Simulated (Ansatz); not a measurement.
C2H4FNOSi (`C[SiH](F)N=C=O`) at its PBE0-D4/def2-TZVP geometry, where that method's forces vanish. Total charge 0; spin multiplicity 1.

```xyz
10

C    -1.4961    0.5629   -0.2502
Si   -0.1908   -0.6288    0.2673
F    -0.2734   -0.8588    1.8440
N     1.3478    0.0133   -0.0856
C     2.5354    0.1376   -0.1273
O     3.6857    0.2951   -0.1924
H    -1.3684    1.5204    0.2599
H    -2.4893    0.1747   -0.0129
H    -1.4449    0.7389   -1.3274
H    -0.3061   -1.9552   -0.3755
```

(1) What forces (eV/Å) does B3LYP-D4/def2-TZVPP give on these atoms in Ansatz 0.2.0? (Estimate.)

Answers

(1) Ansatz gave: 
```
C1  -0.082  0.059 -0.033
Si2 -0.017 -0.144 -0.190
F3  -0.015 -0.036  0.213
N4  -0.042  0.012 -0.013
C5  -0.186 -0.019  0.007
O6   0.342  0.045 -0.018
H7  -0.019 -0.038 -0.032
H8   0.038  0.035 -0.020
H9  -0.019  0.005  0.051
H10 -0.001  0.079  0.036
```

B3LYP here is the variant with VWN-RPA as its local correlation; programs differ in this.
